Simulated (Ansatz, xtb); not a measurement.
Process, species as SMILES: C=CCC#[NH+] → C/C=C\C#[NH+]
Structures are relaxed separately at B3LYP-D3(BJ)/def2-TZVP in Ansatz (a first-principles code), one conformer each, not searched for the lowest.

Wanted: isomerisation energy (electronic energy difference), in kJ/mol. Valence correlation only, unless marked. Spin-orbit coupling is left out. No relativistic terms. CBS(X,Y): correlation extrapolated as X^-3; Hartree-Fock from the larger set. [CCSD(T)-MP2]/basis is that difference in the basis named.

| level | program | isomerisation energy (kJ/mol) |
|---|---|---|
| GFN1-xTB | xtb | -49.2 |
| PBE-D3(BJ)/def2-TZVPD | Ansatz + dftd3 | -47.1 |
| revPBE/def2-TZVPD | Ansatz | -45.6 |
| r2SCAN/def2-TZVPD | Ansatz | -48.0 |
| B3LYP-D3(BJ)/def2-TZVPD | Ansatz + dftd3 | (withheld) |
| PBE0/def2-SVP | Ansatz | -47.0 |
| PBE0/def2-TZVPD | Ansatz | -43.3 |
| PBE0/def2-QZVPP | Ansatz | -43.1 |
| BHLYP-D3(BJ)/def2-TZVPD | Ansatz + dftd3 | (withheld) |
| HSE06-D4/def2-TZVPD | Ansatz + dftd4 | (withheld) |
| CAM-B3LYP/def2-TZVPD | Ansatz | -39.5 |
| wB97M-V/def2-TZVPD | Ansatz | -35.4 |
| wB97X-V/def2-TZVPD | Ansatz | -35.8 |
| B2GP-PLYP-D4/def2-TZVPD | Ansatz + dftd4 | -37.5 |
| B2GP-PLYP/def2-TZVPD | Ansatz | -37.4 |
| SCS-MP2/cc-pVDZ | Ansatz | -28.7 |
| CCSD/STO-3G | Ansatz | -23.3 |
| RI-MP2/CBS(cc-pVTZ,cc-pVQZ)+[CCSD(T)-MP2]/cc-pVTZ | Ansatz | -30.0 |

**Question.** Some entries are withheld; supply them.

**Answer.** 
- B3LYP-D3(BJ)/def2-TZVPD, isomerisation energy (kJ/mol): -44.1
- BHLYP-D3(BJ)/def2-TZVPD, isomerisation energy (kJ/mol): -40.3
- HSE06-D4/def2-TZVPD, isomerisation energy (kJ/mol): -43.8
